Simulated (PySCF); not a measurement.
## What builds the third ionisation energy along group 14

Calculated with PySCF 2.14 from differences of total energies of unrestricted determinants, without spin-orbit coupling. Each column adds one step, in eV (sums use unrounded values): valence MP2, valence CCSD, valence triples, then the next inner shell at CCSD(T) (C 1s, Si 2s 2p, Ge 3s 3p 3d, Sn 4s 4p 4d, Pb 5s 5p 5d). References (NIST) marked * lie between the lowest fine-structure levels; the others compare directly ((s) semi-empirical, (t) theoretical).

```json
{"element": "C [He] 2s2 → [He] 2s1 (aug-cc-pwCVDZ, non-relativistic)", "UHF": "45.769", "+ MP2": "1.122", "+ CCSD": "0.870", "+ (T)": "0.000", "+ inner shell": "0.003", "sum": "47.764", "reference": "47.888"}
{"element": "Si [Ne] 3s2 → [Ne] 3s1 (aug-cc-pwCVDZ, non-relativistic)", "UHF": "31.981", "+ MP2": "0.796", "+ CCSD": "0.395", "+ (T)": "0.000", "+ inner shell": "0.129", "sum": "33.301", "reference": "33.493"}
{"element": "Ge [Ar] 3d10 4s2 → [Ar] 3d10 4s1 (aug-cc-pwCVDZ-PP with ECP10MDF, ECP)", "UHF": "32.206", "+ MP2": "0.745", "+ CCSD": "0.317", "+ (T)": "0.000", "+ inner shell": "0.570", "sum": "33.838", "reference": "34.058"}
{"element": "Sn [Kr] 4d10 5s2 → [Kr] 4d10 5s1 (aug-cc-pwCVDZ-PP with ECP28MDF, ECP)", "UHF": "28.538", "+ MP2": "0.646", "+ CCSD": "0.276", "+ (T)": "0.000", "+ inner shell": "0.751", "sum": "30.211", "reference": "30.506"}
{"element": "Pb [Xe] 4f14 5d10 6s2 → [Xe] 4f14 5d10 6s1 (aug-cc-pwCVDZ-PP with ECP60MDF, ECP)", "UHF": "29.763", "+ MP2": "0.540", "+ CCSD": "0.198", "+ (T)": "0.000", "+ inner shell": "1.028", "sum": "31.529", "reference": "31.937"}
```

Double-zeta sets recover only part of the correlation energy.

What remains against the references is mostly basis incompleteness.

Question: What share of the correlation contribution for Pb comes from the inner shell?

Answer: The four steps add to 1.766 eV, of which the inner shell gives 1.028 eV, or 58 %.
